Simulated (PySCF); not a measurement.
**From computed data to an observable: dipole moment from atomic charges**

ClF2H2NSn, SMILES [Cl][Sn]([F])([NH2])[F]. Atoms are numbered in the order given.

```xyz
7

N      2.0983    -0.3615     0.1795
Sn     0.1386     0.1353     0.0992
F     -0.5565     0.3431     1.8896
F     -0.0891     1.8302    -0.8005
Cl    -1.2279    -1.3970    -0.9917
H      2.6576     0.3400    -0.3110
H      2.4097    -0.3863     1.1532
```

The structure is a stationary point at B3LYP-D3(BJ)/def2-SVP. The structure was generated by enumeration; whether it is a known compound was not checked. The def2 effective core potentials stand for the cores of Sn; spin–orbit coupling is left out. Other conformers were not sampled.

Charges (e) from M06-2X/def2-TZVP run with PySCF:

| atom | ESP fit | Mulliken |
|---|---|---|
| N1 | -0.923 | -0.776 |
| Sn2 | 1.083 | 1.533 |
| F3 | -0.373 | -0.504 |
| F4 | -0.374 | -0.504 |
| Cl5 | -0.179 | -0.305 |
| H6 | 0.383 | 0.277 |
| H7 | 0.382 | 0.278 |

The dipole moment of the full density is 2.93 D.

Task: What dipole moment does each set of point charges give, and which comes closer to that of the density?

Result: 
μ = Σ q r, and 1 e Å = 4.8032 D.
ESP fit: Σ q r = (0.612, -0.100, 0.035) e Å, |μ| = 2.99 D.
Mulliken: Σ q r = (0.690, -0.195, 0.001) e Å, |μ| = 3.44 D.
ESP fit comes closer in size. Point charges leave out the atoms' own dipoles (lone pairs, polarised bonds); fits to the potential absorb them, partitions of the density don't.
